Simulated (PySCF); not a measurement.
17O chemical shifts

[PySCF: coordinates at the GFN2-xTB level; σ from GIAO-PBE0/pcSseg-1; one averaged value for each set of equivalent atoms; non-relativistic; no solvent model; single conformer]

Shieldings were converted by a linear fit to measured shifts: 17O: δ = 266.70 − 0.911σ (rms 10.7 ppm, 155 shifts, 12.2 ppm with the 3 outliers that the fit left out vs liquid water, solution or neat liquid). A few per cent of atoms miss by over 2 rms, more outside the fitted compound classes.

Problem. Give the 17O shifts of `O=C1C[C@@H](F)O1`, `O=C1C[C@@H](F)O1`, `C[SiH2]O[SiH2]CCl`, `C=C(C#CC)CO`, `C=C(C#CC)CO`, `[SiH3]Oc1cccs1`, `O=S1(=O)C[C@@H](F)[C@@H]1F`, `O[SiH2]c1cccs1`, `C=C=C=CCOC`, `C=C=C=CCOC`.

Solution. 
```
                                                compound                environment  δ (ppm)
                [O:1]=[C:2]1[CH2:3][C@@H:4]([F:5])[O:6]1  O1: ester carbonyl oxygen    365.9
                [O:1]=[C:2]1[CH2:3][C@@H:4]([F:5])[O:6]1    O6: ester alkoxy oxygen    267.3
                [O:1]=[C:2]1[CH2:3][C@@H:4]([F:5])[O:6]1  O1: ester carbonyl oxygen    365.9
                [O:1]=[C:2]1[CH2:3][C@@H:4]([F:5])[O:6]1    O6: ester alkoxy oxygen    267.3
                                       C[SiH2]O[SiH2]CCl      oxygen bonded to 2 Si    -20.1
                                             C=C(C#CC)CO             alcohol oxygen     -5.6
                                             C=C(C#CC)CO             alcohol oxygen     -5.6
                                          [SiH3]Oc1cccs1     oxygen bonded to C, Si     43.1
[O:1]=[S:2]1(=[O:3])[CH2:4][C@@H:5]([F:6])[C@@H:7]1[F:8]             O1: S=O oxygen    181.0
[O:1]=[S:2]1(=[O:3])[CH2:4][C@@H:5]([F:6])[C@@H:7]1[F:8]             O3: S=O oxygen    177.8
                                          O[SiH2]c1cccs1     oxygen bonded to Si, H    -28.1
                                              C=C=C=CCOC               ether oxygen    -15.0
                                              C=C=C=CCOC               ether oxygen    -15.0
```

Problem. Order these by 17O shift, lowest first.
A. C=C(C=O)/C=C/C
B. C[SiH2]O[SiH2]CCl
C. [SiH3]Oc1cccs1

Solution. B (-20.1 ppm, oxygen bonded to 2 Si), C (43.1 ppm, oxygen bonded to C, Si), A (583.0 ppm, aldehyde oxygen).
